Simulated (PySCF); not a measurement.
**Removing an electron from `O=C(O[SiH3])C(CF)CF`**

C4H8F2O2Si.
Numbering: `[O:1]=[C:2]([O:3][SiH3:4])[CH:5]([CH2:6][F:7])[CH2:8][F:9]` (hydrogens: H10, H11, H12 on Si4; H13 on C5; H14, H15 on C6; H16, H17 on C8)

Cartesian coordinates in Å at the PBE0-D3(BJ)/def2-SVP level; atoms count from 1:
```
atom  x, y, z in Å
O1     1.0336   -0.8507    1.1376
C2     0.5500   -0.3209    0.1682
O3     1.2665    0.4413   -0.6567
Si4    2.9305    0.6738   -0.2691
C5    -0.8961   -0.4580   -0.2460
C6    -1.6839   -1.2072    0.8141
F7    -2.9640   -1.4097    0.3578
C8    -1.5142    0.8892   -0.5701
F9    -1.4328    1.7017    0.5356
H10    3.6422   -0.6304   -0.2964
H11    3.3987    1.5516   -1.3724
H12    3.0559    1.3552    1.0443
H13   -0.9026   -1.0509   -1.1792
H14   -1.7230   -0.6169    1.7431
H15   -1.2176   -2.1789    1.0343
H16   -2.5747    0.7533   -0.8337
H17   -0.9799    1.3700   -1.4036
```

Level: CAM-B3LYP/def2-SVPD (PySCF). Frontier orbitals with their largest atomic shares (Löwdin; up to four atoms above 4 %):

| orbital | ε (eV) | main atoms |
| --- | --- | --- |
| HOMO−3 | -11.34 | F7 18 %, C6 15 %, F9 12 %, C5 9 % |
| HOMO−2 | -11.22 | F7 16 %, C6 15 %, C5 14 %, F9 14 % |
| HOMO−1 | -10.95 | O3 31 %, Si4 16 %, O1 16 %, H10 10 % |
| HOMO | -10.14 | ? |
| LUMO | 0.56 | C2 26 %, O1 19 %, O3 11 %, Si4 9 % |
| LUMO+1 | 0.76 | Si4 28 %, C2 14 %, O3 12 %, H12 10 % |
| LUMO+2 | 1.09 | Si4 51 %, H10 10 %, H11 10 %, H12 8 % |

Question: What vertical ionisation energy does ΔSCF give, and how far is −ε(HOMO) from it?

Answer: ΔSCF: 10.92 eV (1054 kJ/mol; threshold wavelength 114 nm); ⟨S²⟩ of the doublet left behind is 0.756, against 0.75 for a pure doublet. −ε(HOMO) is 10.14 eV, 0.78 eV below it. For the exact functional −ε(HOMO) would equal the first vertical ionisation energy; CAM-B3LYP (range-separated hybrid) falls short of its own ΔSCF value by 7 %.

Question: On which atoms does the HOMO lie?

Answer: O1 (carbonyl oxygen) 62 %, O3 (oxygen singly bound to a carbonyl carbon) 10 %, C2 (carbonyl carbon) 8 %, C5 (sp3 carbon next to a carbonyl) 8 %, so more than half of it is on one atom. The HOMO−1 lies 0.81 eV lower.

Question: With α = 81.1 au, estimate the like-pair dispersion coefficient by London's formula C6 = (3/4)α²I.

Answer: I = 0.4013 Eh, so C6 ≈ 1980 au, a rough estimate.

Question: How many of the 10 lowest singlet excitations (vertical TDDFT, same level) lie below the ionisation energy?

Answer: All 10; they run from 5.87 to 9.06 eV.

The structure is a single PBE0-D3(BJ)/def2-SVP conformer in the gas phase; no vibrational or solvent corrections.
